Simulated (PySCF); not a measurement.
A series of related molecules.

All values: B3LYP/def2-SVPD (PySCF) at PBE0-D3(BJ)/def2-SVP geometries, gas phase, one conformer each. Core orbitals are frozen in the response; Δα² is half the sum of the squared differences of the principal polarisabilities. The calculation is non-relativistic, for selenium too. Dipoles and anisotropies that the point group forbids are given as zero.

Question: Rank by HOMO–LUMO gap, lowest first.
A. `CO[Se](F)(F)(F)(F)F` (Se(OMe)F5)
B. `C[Se](F)(F)(F)(F)F` (SeMeF5)
C. `F[Se](F)(F)(F)(F)Cl` (SeClF5)

Answer: C (5.37 eV), A (5.86 eV), B (7.92 eV).

Question: Rank by dipole moment, lowest first.
A. `C[Se](F)(F)(F)(F)F`
B. `CO[Se](F)(F)(F)(F)F`
C. `F[Se](F)(F)(F)(F)F`
D. `F[Se](Cl)(F)(F)(F)F`

Answer: C (0.00 D), D (1.26 D), B (3.15 D), A (3.90 D).

Question: Rank by mean static polarisability, highest first.
A. `F[Se](F)(F)(F)(F)Cl`
B. `C[Se](F)(F)(F)(F)F`
C. `CO[Se](F)(F)(F)(F)F`
D. `F[Se](F)(F)(F)(F)F`

Answer: C (7.73 Å³), A (7.36 Å³), B (7.07 Å³), D (5.30 Å³).

All values together:

| SMILES | change | formula | μ (D) | HOMO (eV) | LUMO (eV) | α (Å³) | Δα (Å³) | electrons | α per electron (Å³) |
| --- | --- | --- | --- | --- | --- | --- | --- | --- | --- |
| F[Se](F)(F)(F)(F)F | parent | SeF6 | 0.00 | -12.59 | -4.56 | 5.30 | 0.00 | 88 | 0.060 |
| F[Se](F)(F)(F)(F)Cl | one ligand: F to Cl | ClF5Se | 1.26 | -10.41 | -5.04 | 7.36 | 1.98 | 96 | 0.077 |
| C[Se](F)(F)(F)(F)F | one ligand: F to Me | CH3F5Se | 3.90 | -11.11 | -3.19 | 7.07 | 0.88 | 88 | 0.080 |
| CO[Se](F)(F)(F)(F)F | one ligand: F to OMe | CH3F5OSe | 3.15 | -9.68 | -3.82 | 7.73 | 1.94 | 96 | 0.081 |

Give the shifts from the parent, `F[Se](F)(F)(F)(F)F`.

```
             SMILES  change in μ (D)  change in HOMO (eV)  change in LUMO (eV)  change in mean α (Å³)
F[Se](F)(F)(F)(F)Cl            +1.26                +2.18                -0.48                  +2.06
 C[Se](F)(F)(F)(F)F            +3.90                +1.48                +1.37                  +1.77
CO[Se](F)(F)(F)(F)F            +3.15                +2.91                +0.74                  +2.43
```
